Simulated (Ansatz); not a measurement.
C$_{3}$H$_{6}$BCl at its PBE0-D4/def2-TZVP geometry, where that method's forces vanish. The species carries charge 0 and has multiplicity 1. The bonds changed during the relaxation, so this is another structure than the one it started from.

```xyz
11

B     1.1811    0.1911    0.1166
C    -0.7730   -0.5744   -0.9656
Cl   -1.2476   -2.1087   -1.5553
C    -0.6416   -0.3060    0.3471
C    -0.0104    0.9535    0.8150
H     1.5356    0.5692   -0.9607
H     1.7820   -0.6789    0.6726
H    -0.6594    0.1737   -1.7386
H    -0.7899   -1.1142    1.0542
H    -0.3554    1.8559    0.3182
H    -0.0214    1.0387    1.8966
```

**Question.** What forces (eV/Å) does PBE-D4/def2-TZVPP give on these atoms in Ansatz? (Best estimate.)

**Answer.** Ansatz gave: 
```
B1   0.008 -0.082  0.028
C2  -0.059 -0.053 -0.408
Cl3 -0.092 -0.291 -0.138
C4   0.122  0.135  0.433
C5  -0.017  0.118  0.037
H6   0.035  0.043 -0.107
H7   0.071 -0.094  0.043
H8   0.016  0.162 -0.179
H9  -0.028 -0.166  0.160
H10 -0.061  0.197 -0.091
H11  0.004  0.031  0.222
```
